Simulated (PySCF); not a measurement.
# What went wrong, or what changed?

The sound run of ErCl3(H2O) (singlet in the valence; each metal's 4f electrons, 11 of them, lie in its core potential, out of spins and levels) uses PySCF 2.14.0, RKS B3LYP, Er lcecp-1-SVP with ECP57, Cl def2-SVP, O def2-SVP, H def2-SVP; non-relativistic Hamiltonian with scalar-relativistic core potentials where named; density fitting; no spin-orbit coupling, grid (50, 194), threshold 1e-8 and 55 cycles at the relaxed geometry. This run, with dm0 from free metal ions and neutral atoms, differs:

```python
mol = gto.M(atom='''
Er    -0.01402    -0.03165     0.03165
Cl     1.11408     1.83396     1.21276
Cl    -1.71015    -1.30297     1.30297
Cl     1.11408    -1.21276    -1.83396
O     -1.32858     1.34124    -1.34124
H     -1.59880     2.25127    -1.14299
H     -1.59880     1.14299    -2.25127''',
    basis={'Er': 'lcecp-1-SVP', 'Cl': 'def2-SVP', 'O': 'def2-SVP', 'H': 'def2-SVP'},
    ecp={'Er': 'lcecp-1-SVP'},
    charge=0, spin=0)
mf = dft.RKS(mol, xc='B3LYP')
mf.grids.atom_grid = (50, 194)  # f atoms: unpruned, at least (60, 302)
mf = mf.density_fit()  # fitting sets: Er AutoAux, Cl def2-universal-JKFIT, O def2-universal-JKFIT, H def2-universal-JKFIT
mf.conv_tol = 1e-08; mf.max_cycle = 3
mf.kernel(dm0)
```

Q: What was changed, and how did it end?

A: The cycle limit was cut. The SCF did not converge. These settings are unsound on purpose: the numbers aren't the compound's.
```
init E= -1509.81243944149
cycle= 1 E= -1495.07824378075  delta_E= 14.7  |g|= 0.725  |ddm|= 2.86
cycle= 2 E= -1495.05844821032  delta_E= 0.0198  |g|= 0.628  |ddm|= 1.25
cycle= 3 E= -1495.14241943794  delta_E= -0.084  |g|= 0.208  |ddm|= 0.86
SCF not converged.
```

Run from Python with OMP_NUM_THREADS=2; the lines above give its settings.
It took 1.3 s on 2 threads of AMD EPYC 7R43 64-Core Processor (Zen 3), on a shared host.

A frequency check found unstable modes (1, the lowest at -13 cm⁻¹), so the relaxed geometry is a saddle point, or these are noise. An lcecp potential fixes the number of 4f electrons, so in runs with it no electron can move into or out of that shell.
